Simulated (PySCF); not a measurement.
A run for PySCF: R-B3LYP/3-21G on GeH2IN (SMILES [NH2][Ge][I]), a point of a torsion scan.

```python
from pyscf import gto, scf, dft, mp
from pyscf.data.elements import chemcore

mol = gto.M(
    atom='''
    N    -0.89564547   -0.08558547   -0.18746610
    Ge    0.66252329   -1.05191048   -0.31827395
    I     0.87629790   -0.96475256   -2.88295781
    H    -1.02831256    0.86303976   -0.51013726
    H    -1.37468081   -0.15407209    0.70269367
    ''',
    basis='3-21g',
    charge=0, spin=0, verbose=3, max_memory=1800)
mf = dft.RKS(mol, xc='b3lyp')
mf.conv_tol = 1e-8
mf.max_cycle = 100
mf.kernel()
if not mf.converged:
    mf = mf.newton().run(mf.mo_coeff, mf.mo_occ)
```

It printed:

```
converged SCF energy = -9012.69953840582
```

The calculation finished and met its thresholds.

Cost: very roughly 7 core-seconds.
